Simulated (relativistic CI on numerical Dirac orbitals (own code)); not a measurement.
## Sensitivity of the levels of Xe39+ to α and to the nuclear radius

Method of calculation: Dirac-Coulomb-Breit CI, separate exchange-only KLI orbitals for each configuration, derivatives by finite differences, unscaled Slater integrals, QED left out (own radial code, finite nucleus).

CI space (outside the closed core [Ne]): 3s2.3p3, 3s.3p4, 3s2.3p2.3d, 3p5, 3s.3p3.3d, 3p4.3d, 3s2.3p.3d2, 3s2.3d3, 3s.3p.3d3, 3p3.3d2, 3p2.3d3. Double excitations out of closed p, d and f shells are left out; levels of such configurations are missing from the list, as are those of other unlisted configurations, and high levels can miss mixing partners.

With x = (α/α₀)² − 1 an excitation energy changes as ω = ω₀ + qx; K = 2q/ω₀ is the relative enhancement. Terms are leading LS components, so labels can repeat. The field-shift factor is F = δν/δ⟨r²⟩ for the transition from the lowest level.

Lowest level 3s2.3p3 2P°_3/2.

| Level | ω₀ (cm⁻¹) | q (cm⁻¹) | K | F (GHz/fm²) |
| --- | --- | --- | --- | --- |
| 3s2.3p3 4S°_3/2 | 570997 | 698000 | 2.44 | -25 |
| 3s2.3p3 2D°_5/2 | 638904 | 700000 | 2.19 | -25.3 |
| 3s2.3p3 2P°_1/2 | 720704 | 704900 | 1.96 | -27.2 |
| 3s2.3p2.3d 4F_3/2 | 1244988 | 59570 | 0.0957 | -25.1 |
| 3s2.3p3 2P°_3/2 | 1300758 | 1.409e+06 | 2.17 | -59 |
| 3s.3p4 4P_5/2 | 1386515 | 501100 | 0.723 | -433 |
| 3s.3p4 4P_5/2 | 1536699 | 514800 | 0.67 | -400 |
| 3s.3p4 2D_3/2 | 1640411 | 799000 | 0.974 | -669 |
| 3s.3p4 2S_1/2 | 1641331 | 833500 | 1.02 | -787 |
| 3s2.3p2.3d 2F_5/2 | 1823748 | 731800 | 0.803 | -23.2 |
| 3s2.3p2.3d 4D_3/2 | 1833613 | 756200 | 0.825 | -84.2 |
| 3s2.3p2.3d 4D_1/2 | 1837473 | 742900 | 0.809 | -35.1 |
| 3s2.3p2.3d 2G_7/2 | 1885900 | 741400 | 0.786 | -15.6 |
| 3s.3p4 4P_3/2 | 1953201 | 1.109e+06 | 1.14 | -346 |
| 3s2.3p2.3d 4D_7/2 | 1971565 | 873300 | 0.886 | -14.3 |
| 3s2.3p2.3d 2F_5/2 | 2001081 | 1.003e+06 | 1 | -199 |
| 3s2.3p2.3d 2G_9/2 | 2038275 | 884900 | 0.868 | -14.7 |
| 3s2.3p2.3d 2D_5/2 | 2060392 | 802300 | 0.779 | -125 |
| 3s2.3p2.3d 2P_1/2 | 2089619 | 839200 | 0.803 | -164 |
| 3s2.3p2.3d 2P_3/2 | 2095935 | 783700 | 0.748 | -203 |
| 3s2.3p2.3d 2F_7/2 | 2173627 | 911900 | 0.839 | -16.9 |
| 3s2.3p2.3d 4D_3/2 | 2175213 | 1.192e+06 | 1.1 | -403 |
| 3s2.3p2.3d 2F_5/2 | 2193623 | 960800 | 0.876 | -144 |

At this charge energies of transitions that change n are usually good to better than 1 %, and those within a shell (Δn = 0) to a few per cent.
